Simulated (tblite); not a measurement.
Species: 4-methylphenetole, C9H12O.
Numbering: `[CH3:1][CH2:2][O:3][c:4]1[cH:5][cH:6][c:7]([CH3:8])[cH:9][cH:10]1` (hydrogens: H11, H12, H13 on C1; H14, H15 on C2; H16 on C5; H17 on C6; H18, H19, H20 on C8; H21 on C9; H22 on C10)

Structure optimised with GFN2-xTB, isolated species.

Task: List the bond lengths, angles and torsions at this level.

Result: 
| bond | length (Å) | order |
| --- | --- | --- |
| C1–C2 | 1.520 | single |
| C2–O3 | 1.413 | single |
| O3–C4 | 1.363 | single |
| C4–C5, C4–C10 | 1.393 | aromatic |
| C5–C6, C9–C10 | 1.382 | aromatic |
| C6–C7, C7–C9 | 1.388 | aromatic |
| C7–C8 | 1.499 | single |
| C1–H11, C1–H12, C1–H13 | 1.086 | single |
| C2–H14, C2–H15 | 1.099 | single |
| C5–H16, C10–H22 | 1.079 | single |
| C6–H17, C9–H21 | 1.081 | single |
| C8–H18, C8–H19, C8–H20 | 1.089 | single |

Bonds in one row agree within 0.01 Å and their mean is given. Orders are formal, as drawn. A selection of angles:
| angle | degrees |
| --- | --- |
| C1–C2–O3 | 107.9 |
| C2–O3–C4 | 118.8 |
| O3–C4–C5 | 116.0 |
| O3–C4–C10 | 125.1 |
| C5–C4–C10 | 118.8 |
| C4–C5–C6 | 120.5 |
| C5–C6–C7 | 121.1 |
| C6–C7–C8 | 120.9 |
| C6–C7–C9 | 118.0 |
| C4–C10–C9 | 119.9 |

Dihedral angles: C1–C2–O3–C4 180° (antiperiplanar); C2–O3–C4–C5 180° (antiperiplanar). The mirror-image conformer, all signs reversed, is as good.

The C–O distances run from 1.363 Å (O3–C4, drawn single) to 1.413 Å (C2–O3, drawn single), a spread of 0.050 Å. The 6-membered ring C4–C5–C6–C7–C9–C10 has internal angles of 118.0° to 121.6° (sum 720°, against 720° for a flat polygon); it is planar, 0.00 Å rms from its mean plane, widest ring torsion 0°. Of the pairs four or more bonds apart, C2···H22 is among the closest relative to their van der Waals radii: 2.57 Å, 88 % of the sum of Bondi's values. The C–C distances run from 1.378 Å (C5–C6, aromatic) to 1.520 Å (C1–C2, drawn single), a spread of 0.142 Å. O3 (aryl ether oxygen) is bent (angle 118.8°). The 10 heavy atoms lie in one plane (0.004 Å rms).

Its lowest GFN2-xTB frequency is 15 cm⁻¹, too small to tell a flat minimum from a shallow saddle. One conformer, not necessarily the lowest. 2 starts were optimised and ended at 0.00 and 0.02 kcal/mol (GFN2-xTB); the lowest of these is shown.

Time: 0.13 s of wall time. Hardware: one thread of an Arm Neoverse V2, shared host with 96 logical CPUs at a one-minute load of 21. That covers the optimisation of the geometry.

The numbers are calculated, not measured.
